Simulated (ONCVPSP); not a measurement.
## Reading a pseudo-wave (Nd)

Columns: radius, all-electron u(r) and pseudo u(r) of the 5p shell (level -24.76 eV) of neodymium in the configuration [Kr] 4d10 4f3 5s2 5p6 5d1 6s2; LDA (Perdew-Wang 92), scalar-relativistic, ONCV scheme, ONCVPSP 4.0.1.

```csv
r (bohr),all-electron,pseudo
0.170,0.2913,0.0141
0.340,-0.1459,0.0622
0.510,-0.4659,0.1553
0.680,-0.2159,0.2965
0.850,0.2064,0.4705
1.020,0.5600,0.6458
1.190,0.7805,0.7864
1.360,0.8800,0.8674
1.530,0.8916,0.8831
1.700,0.8475,0.8449
1.870,0.7727,0.7724
2.040,0.6845,0.6845
2.210,0.5940,0.5940
2.380,0.5076,0.5076
2.550,0.4289,0.4289
2.720,0.3591,0.3591
2.890,0.2986,0.2986
3.060,0.2470,0.2470
3.230,0.2033,0.2033
3.400,0.1668,0.1668
3.570,0.1364,0.1364
3.740,0.1113,0.1113
3.910,0.0906,0.0906
4.080,0.0736,0.0736
4.250,0.0597,0.0597
4.420,0.0483,0.0483
```

Task: How many radial nodes do the two functions have?

Result: The all-electron 5p function has n − l − 1 = 3 (the table is too coarse to show those close to the nucleus); the pseudo-wave has 0, since the states of the same l below it are removed with the core.

Task: At about which radius was the pseudo-wave matched?

Result: 2.05 bohr. The columns agree to 0.0005 from 1.87 bohr on; several derivatives are matched, so the curves merge somewhat inside the radius.

Task: Where does each function peak?

Result: Outermost all-electron maximum near 1.53 bohr, pseudo maximum near 1.53 bohr (to the table’s step).

Task: Is the pseudo-wave norm-conserving?

Result: Yes: the ONCV scheme keeps the norm inside the radius equal to the all-electron one, which fixes the energy derivative of the logarithmic derivative at the level.
